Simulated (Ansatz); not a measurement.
Cu2H⁺ was relaxed with PBE-D4 (def2-TZVP) in Ansatz in these states: charge +1 singlet, charge +1 triplet. The geometries follow in no particular order.

A:

```xyz
3

Cu   -1.041   -1.146   -0.519
Cu    1.039    1.148    0.518
H     0.001   -0.002    0.001
```

B:

```xyz
3

Cu    1.139   -0.517    0.092
Cu   -0.749    0.984    0.212
H    -0.390   -0.466   -0.304
```

Question: Judge from the bond lengths which geometry belongs to which state (an estimate).

Answer: A is the charge +1 triplet (Cu1–Cu2 3.266 Å, Cu1–H3 1.633 Å, Cu2–H3 1.633 Å); B is the charge +1 singlet (Cu1–Cu2 2.414 Å, Cu1–H3 1.580 Å, Cu2–H3 1.580 Å).

At PBE0-D4/def2-TZVP a singlet lies 2.88 eV below the charge +1 triplet. These are the stationary points nearest to one start from a short search; other shapes may lie lower in each state.
